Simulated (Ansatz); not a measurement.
C$_{6}$H$_{18}$N$_{2}$O$_{2}$Ti (`CC[N](C)[Ti]([OH])([OH])[N](C)CC`), one more setting.

```yaml
crystal:
  periodic: [false, false, false]
  atoms:
    - {symbol: C, position_ang: [-1.442338, -1.857756, -0.907792]}
    - {symbol: C, position_ang: [-2.411951, -0.823544, -0.261531]}
    - {symbol: N, position_ang: [-1.793658, 0.455503, -0.054123]}
    - {symbol: C, position_ang: [-2.643573, 1.353163, 0.573473]}
    - {symbol: Ti, position_ang: [-0.082449, 1.062276, -0.690574]}
    - {symbol: O, position_ang: [0.428100, 0.384959, -2.277457]}
    - {symbol: O, position_ang: [-0.059264, 2.910759, -0.570593]}
    - {symbol: N, position_ang: [1.155360, 0.299168, 0.609979]}
    - {symbol: C, position_ang: [0.849443, -0.360496, 1.864959]}
    - {symbol: C, position_ang: [2.556007, 0.326114, 0.155994]}
    - {symbol: C, position_ang: [3.063895, -1.075385, -0.262429]}
    - {symbol: H, position_ang: [-0.540215, -1.990094, -0.231914]}
    - {symbol: H, position_ang: [-1.109731, -1.568308, -1.841021]}
    - {symbol: H, position_ang: [-1.934824, -2.815588, -0.939265]}
    - {symbol: H, position_ang: [-2.685419, -1.173205, 0.674182]}
    - {symbol: H, position_ang: [-3.271719, -0.726781, -0.906266]}
    - {symbol: H, position_ang: [-2.919554, 1.010205, 1.606730]}
    - {symbol: H, position_ang: [-3.633228, 1.489531, 0.022642]}
    - {symbol: H, position_ang: [-2.292491, 2.387964, 0.686096]}
    - {symbol: H, position_ang: [0.475323, 0.881950, -3.096125]}
    - {symbol: H, position_ang: [0.630977, 3.437895, -0.139325]}
    - {symbol: H, position_ang: [1.423902, 0.138376, 2.695851]}
    - {symbol: H, position_ang: [-0.156942, -0.296549, 2.124632]}
    - {symbol: H, position_ang: [1.150303, -1.379057, 1.875146]}
    - {symbol: H, position_ang: [3.148166, 0.763491, 1.025962]}
    - {symbol: H, position_ang: [2.641129, 1.047312, -0.623156]}
    - {symbol: H, position_ang: [2.476165, -1.368399, -1.095185]}
    - {symbol: H, position_ang: [4.089432, -0.930291, -0.559386]}
    - {symbol: H, position_ang: [3.033070, -1.775248, 0.566674]}
basis:
  gaussian: {orbitals: 6-31G}
magnetization: {spin_polarized: true, initial_magnetization: 2}
hamiltonian: {xc: {name: SVWN5}}
scf: {lower_state_search: off}
```

```sh
$ ansatz run in.yaml --threads 11 --pin off --events-out ev --progress --plain --max-ram 174080MiB --backend cpu
```

Shortened log:

```
Functional definition: SVWN5
2707 factors; their error is unknown
mean field evaluation 1: about -36499.3645 eV, gradient 8.5e1 eV
mean field evaluation 2: about -36350.0681 eV, gradient 1.9e2 eV
mean field evaluation 4: about -36513.0520 eV, gradient 6.2e1 eV
mean field evaluation 8: about -36530.6183 eV, gradient 7.7e0 eV
mean field evaluation 16: about -36530.9594 eV, gradient 1.6e0 eV
mean field -36530.83145945 eV, -1342.4832946478 hartree, gradient 3.0e-6 eV, S^2 2.002847; 0 other end points of the search recorded, 0 dependent functions left out
reference -36530.83154263 eV, -1342.4832977049 hartree; 54, 52 occupied and 101, 103 virtual orbitals, 2707 factors
Total energy: -36530.83154263 eV, -1342.4832977049 hartree
Checks for a lower state left out: stability, starts, cluster_reference, orbital_swaps, neighbouring_geometries, increment
```

Hardware: 11 threads of an AMD EPYC 7R13 on a shared host. Wall time 1.6 s, peak host memory 1.9 GiB.
